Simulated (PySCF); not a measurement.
Structure with atom numbers: `[CH3:1]/[C:2]([CH2:3][CH:4]([F:5])[F:6])=[N:7]\[CH:8]=[O:9]`. Hydrogens are named by the atom that carries them.

Method: shielding tensors at PBE0/pcSseg-1 (GIAO), geometry from GFN2-xTB, in PySCF 2.14.0 with density-fitted response routines (a single conformation, equivalent nuclei averaged, gas phase, relativity neglected).

Predict the 2D correlation tables (HSQC, COSY, HMBC).

Results:



HSQC (one-bond C–H):
```tsv
δH	δC
9.38 (H(C8))	166.3 (C8)
6.17 (H(C4))	123.4 (C4)
2.77 (H(C3))	50.6 (C3)
2.24 (H(C1))	27.8 (C1)
```

COSY cross peaks (H two or three bonds apart, from the bond graph; peaks can be absent where the dihedral angle is near 90°):
```tsv
δH	δH
6.17 (H(C4))	2.77 (H(C3))
```

HMBC (two and three bonds, from the bond graph; two-bond peaks within aromatic rings are usually weak or absent):
```tsv
δH	δC
9.38 (H(C8))	164.8 (C2)
6.17 (H(C4))	164.8 (C2), 50.6 (C3)
2.77 (H(C3))	164.8 (C2), 123.4 (C4), 27.8 (C1)
2.24 (H(C1))	164.8 (C2), 50.6 (C3)
```

Chemical shifts δ = σref − σ; TMS for ¹H, ¹³C, all at this level.

Short H···H contacts in this conformer between protons four or more bonds apart (candidates for NOE cross peaks, intensity ∝ r⁻⁶): H(C1)···H(C3) 2.62 Å.

Shifts are as computed. Against solution values, carbons near 30 ppm lie about +3 ppm off and those near 130 ppm about +5 ppm (rms about the fit 2.1 ppm; single classes can miss by 10 ppm). Of 1328 compounds with measured shifts, 309 miss one by over three times the rms of a fit or turn the order of signals round; such compounds aren't used in these exercises. Signals without a measured value on file couldn't be tested in this way; 1H shifts scatter by 0.2 ppm about their fit, and single ones miss by 0.5 ppm.
